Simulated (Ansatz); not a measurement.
Computed with Ansatz.

A structure relaxed at PBE0-D4/def2-TZVP, charge 0, multiplicity 1:

```json
{"atom": "C1", "x (Å)": "-0.2324", "y (Å)": "-1.8175", "z (Å)": "0.6369"}
{"atom": "C2", "x (Å)": "-0.0891", "y (Å)": "-0.6876", "z (Å)": "0.2401"}
{"atom": "Ga3", "x (Å)": "0.1375", "y (Å)": "1.0792", "z (Å)": "-0.3783"}
{"atom": "Cl4", "x (Å)": "-1.2936", "y (Å)": "2.5901", "z (Å)": "0.0203"}
{"atom": "Cl5", "x (Å)": "1.8369", "y (Å)": "1.6530", "z (Å)": "-1.5064"}
{"atom": "H6", "x (Å)": "-0.3593", "y (Å)": "-2.8171", "z (Å)": "0.9874"}
```

Q: Give its formula and SMILES.

A: C2HCl2Ga, `C#[C][Ga]([Cl])[Cl]`.

Q: Point group (tolerance 0.08 Å, 0.16 Å for H)?

A: C2v.

Q: Summarise the bond lengths by kind.

A: 1 × C–C 1.206 Å; 1 × C–H 1.067 Å; 1 × C–Ga 1.886 Å; 2 × Cl–Ga 2.119 Å.
